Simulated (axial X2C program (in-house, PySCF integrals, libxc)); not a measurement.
**CsAl: from the spin-free to the two-component result**

Calculated with an in-house relativistic program for diatomic molecules. Spin-free means the one-electron spin-free X2C Hamiltonian; two-component (2c) means X2C with spin–orbit coupling and atomic mean-field two-electron Coulomb and Gaunt terms, so the difference of the two also holds small scalar two-electron terms. Basis: Cs dyall-cv3z [15s15p9d4f1g], Al dyall-v3z [8s8p2d1f] (cores contracted in-house); Gaussian nuclei, density fitting, unrestricted open shells. Masses: Cs 132.905 u, Al 26.982 u.

Spin-free state: M_S = 1, Λ = 1 (beyond evenly filled blocks: σα, π+α); fragments Cs + Al.

| level | Re (Å) | ωe (cm⁻¹) | De (eV) | μ (D) |
| --- | --- | --- | --- | --- |
| PBE0 | 3.623 | 122.5 | 0.700 | -8.33 |
| HF | 3.816 | 113.8 | 0.196 | -11.43 |
| MP2 | 3.645 | 123.8 | 0.505 | n/a |
| CCSD | 3.677 | 121.5 | 0.517 | n/a |
| CCSD(T) | 3.661 | 122.4 | 0.551 | n/a |
| TPSSh | 3.624 | 124.6 | 0.728 | -8.64 |

Correlated methods: 12 electrons correlated (number of frozen shells: Cs 4 s, 3 p, 2 d; Al 2 s, 1 p), 268 virtual spin orbitals or spinors in MP2, 90 natural virtuals in coupled cluster.

Dipoles are positive if Al is the positive end.

Two-component determinant lowest at the distance of the search:

Ω = 2 (⟨Sz⟩ = 1.00, ⟨Lz⟩ = 1.00 at HF); fragments Cs + Al.

| level | Re (Å) | ωe (cm⁻¹) | De (eV) | μ (D) |
| --- | --- | --- | --- | --- |
| PBE0 | 3.625 | 122.4 | 0.692 | -8.33 |
| HF | 3.818 | 113.6 | 0.189 | -11.43 |
| MP2 | 3.648 | 123.5 | 0.494 | n/a |
| CCSD | 3.680 | 121.3 | 0.502 | n/a |
| CCSD(T) | 3.664 | 122.2 | 0.537 | n/a |
| TPSSh | 3.626 | 124.5 | 0.721 | -8.63 |

**Question.** From the two tables, how do the constants change at the CCSD(T) level (2c against spin-free)?

**Answer.** At the CCSD(T) level Re rises by 0.003 Å and ωe doesn't move by more than 0.2 cm⁻¹; De changes by -0.014 eV.

The state is one determinant whose occupation by symmetry is held fixed; it was picked as the lowest of a PBE0 search that is not exhaustive. De is counted from the lowest determinant-based energies of the atoms at the same level, without counterpoise correction. Density functionals use the spin component along the axis (collinear). CCSD and (T) use frozen natural virtuals with an MP2 correction for the truncation; (T) itself is uncorrected, so its De runs slightly low. The 2c atoms are single determinants rather than J levels; their spin–orbit lowering is only partly caught, and De is too large by that part. This holds for PBE0, TPSSh. PBE0 can misorder states that lie within some tenths of an eV, so this need not be the ground state of the molecule. The nearest other spin-free determinant of the search, M_S = 0, Λ = 1, lies 0.17 eV up at the distance of the search. Without a current term, density functionals place determinants with orbital angular momentum somewhat too high. The atomic limit has a lower orbital projection than the molecule and lies lower at mean-field level, so De may be about a tenth of an eV too small. With several unpaired electrons one determinant need not be a pure state. Open-shell Ω = 0 determinants with evenly filled partner blocks cannot be reached by this program, so the Ω shown need not be the lowest component. Some points did not converge and are left out. The stretched end of a curve changes character and is left out.
